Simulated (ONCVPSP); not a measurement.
Which change was made? (Pr, ONCV)

ONCVPSP 4.0.1 input, shortened (lines: element, Z, core and valence counts, functional; n l f; lmax; l rc ep ncon nbas qcut; lloc lpopt rc5 dvloc0; l nproj debl; icmod fcfact rcfact), PBEsol, scalar-relativistic:

```
  Pr 59.00    9    4  -116133      upf
    1    0    2.00
    2    0    2.00
    2    1    6.00
    3    0    2.00
    3    1    6.00
    3    2   10.00
    4    0    2.00
    4    1    6.00
    4    2   10.00
    4    3    3.00
    5    0    2.00
    5    1    6.00
    6    0    2.00
    3
    0    2.15    0.00    4    7    6.40
    1    1.70    0.00    4    7    3.90
    2    2.35    0.04    4    8    4.80
    3    1.55    0.00    5   10   12.10
    4    5    0.95    3.00
    0    3    1.80
    1    2    1.10
    2    2    0.90
    3    2    3.80
    3    3.25    1.25
```

In the d channel the program set the typed energies aside and used 0.050, 0.950 Ha.

Cutoffs, loose and tight: the cutoffs (Ha) at which the residual kinetic energy of the hardest occupied pseudo-wave falls to 1 and 0.1 mHa per electron. They do not see the model core or the augmentation charge, which bear on the density cutoff. Test errors are all-electron minus pseudo excitation energies from the reference, over the configurations 4f3 5s2 5p6 6s1; 4f3 5s2 5p6 6s0; 4f2 5s2 5p6 6s0; 4f3 5s1 5p6 6s2; variants that change the core or the reference have their own tests.

The base gives: outcome: generated, projector energies reset by the program; cutoff, loose: 61 Ha; cutoff, tight: 157 Ha; bound ghosts: s; GHOST(+) flags above zero: p; largest test error (meV): tests left out (the all-electron energies of this program are off by 10 to 40 meV for near-neutral 4f atoms).

Q: After one change the result is: outcome: generated, projector energies reset by the program; cutoff, loose: 61 Ha; cutoff, tight: 157 Ha; bound ghosts: s, p; GHOST(+) flags above zero: none; largest test error (meV): tests left out (the all-electron energies of this program are off by 10 to 40 meV for near-neutral 4f atoms). Which change was it?
A. s: qcut 9.6
B. p: rc 2.5
C. local potential polynomial inside 1.50 bohr (lpopt 5, dvloc0 1 Ha)

A: B. The others give: local potential polynomial inside 1.50 bohr (lpopt 5, dvloc0 1 Ha) → outcome: generated, projector energies reset by the program; cutoff, loose: 61 Ha; cutoff, tight: 157 Ha; bound ghosts: none; GHOST(+) flags above zero: s; largest test error (meV): tests left out (the all-electron energies of this program are off by 10 to 40 meV for near-neutral 4f atoms) | s: qcut 9.6 → outcome: failed: ERROR pspot: first pseudo wave function has node, program will stop.
